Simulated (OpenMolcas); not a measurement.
## Co3+, Rh3+, Ir3+: d6 down the group

```json
{
 "Program": "OpenMolcas 26.06",
 "Method": "SS-CASPT2, IPEA 0.25 Eh, imaginary shift 0.1 Eh",
 "Basis": "ANO-R3",
 "Scalar Hamiltonian": "X2C, finite nucleus",
 "Spin-orbit coupling": "RASSI with atomic mean-field integrals over the reference wave functions, term energies averaged over their components"
}
```

Active space for each ion: 6 electrons in 5 orbitals (d); closed shells correlated by CASPT2: Co3+ 3s 3p; Rh3+ 4s 4p; Ir3+ 5s 5p.

Computed levels in cm-1 above 5D4:

```
                               Level   Co3+   Rh3+   Ir3+
                                 5D3    626   1573   6170
                                 5D2   1059   2450   5560
                                 5D1   1337   3040   9100
                                 5D0   1472   3320   9280
                                 3H6  23680  17880  19490
                                 3H5  23980  18170  29640
                              3P1(1)  24390  22000  35890
                              3F2(1)  25820  20740  23450
                                 3G5  29040  22340  19080
weight of 5D in the lowest level (%)    100     98     82
```

Mixed levels, with the weight of the term that names them: Ir3+ 5D2 (62 %), Ir3+ 3H5 (51 %), Ir3+ 3P1(1) (73 %), Ir3+ 3F2(1) (71 %), Ir3+ 3G5 (51 %).

Measured, with the error of the calculation in %. Measured levels: Co3+ from Sugar and Corliss, J. Phys. Chem. Ref. Data 10, 1097 (1981).

```json
{"Level": "5D3", "Co3+": "639 (-2.0)"}
{"Level": "5D2", "Co3+": "1078 (-1.7)"}
{"Level": "5D0", "Co3+": "1494 (-1.4)"}
{"Level": "3H6", "Co3+": "23680 (0)"}
{"Level": "3H5", "Co3+": "24032 (-0.2)"}
{"Level": "3P1(1)", "Co3+": "24729 (-1.4)"}
{"Level": "3F2(1)", "Co3+": "25969 (-0.6)"}
{"Level": "3G5", "Co3+": "29022 (+0.1)"}
```

The fine-structure level 5D0 changes by a factor of 6.3 from Co3+ to Ir3+.

Without spin-orbit coupling 3H lies 23360, 17100, 15860 cm-1 above 5D in that order; the difference to the level 3H6, of either sign, comes from spin-orbit coupling, which also lowers the zero.

CASPT2 does not keep the components of a term degenerate, so their means are used; among the terms shown or strongly mixed into the levels shown the widest spread is 130 cm-1 (5d6 1I, Ir3+). Measured partners are found by configuration, term and J. A level has none where our copy of the source lacks it or the pairing is in doubt (some pairs that miss far off the trend of their configuration count as doubtful), and it then counts in no deviation. Levels of configurations outside the active space are missing.

A number in round brackets counts repeated terms of one configuration in the order of the reference energies.
